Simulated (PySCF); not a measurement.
# Correlation energy of Pb⁵⁷⁺ (lead, charge +57)

Starting occupation: [Ar] 3d7, 3d3/2 with m_j = -3/2, -1/2, +1/2, +3/2, 3d5/2 with m_j = +1/2, +3/2, +5/2. Computed with PySCF 2.14 in an even-tempered Gaussian basis (15 s from 17 bohr⁻², ratio 2.8; 13 p from 22 bohr⁻², ratio 2.8; 8 d from 22 bohr⁻², ratio 2.8; 3 f from 77 bohr⁻², ratio 3), with X2C-1e with screened-nucleus spin-orbit coupling, Gaussian nucleus. Frozen: [Ne]; 15 electrons correlated; the 78 highest virtual spinors left out.

MP2 pair energies summed by pair of shells (mhartree):

```csv
pair,energy,share (%)
3d3/2-3d5/2,-91.47,17.5
3d3/2-3p3/2,-84.25,16.1
3d5/2-3p3/2,-80.50,15.4
3d3/2-3d3/2,-56.70,10.8
3p3/2-3p3/2,-40.24,7.7
3p1/2-3p3/2,-28.59,5.5
3d3/2-3p1/2,-23.82,4.5
3p3/2-3s1/2,-22.89,4.4
3d3/2-3s1/2,-21.03,4.0
3d5/2-3d5/2,-19.72,3.8
3d5/2-3p1/2,-17.85,3.4
3d5/2-3s1/2,-14.51,2.8
3p1/2-3s1/2,-10.92,2.1
3p1/2-3p1/2,-6.63,1.3
3s1/2-3s1/2,-4.88,0.9
```

Total MP2 correlation energy: -523.98 mhartree.

At this charge the one-electron X2C treatment keeps the bare 1/r₁₂, with no two-electron picture change or Breit term. The effect here is smaller than on the frozen 1s shell.
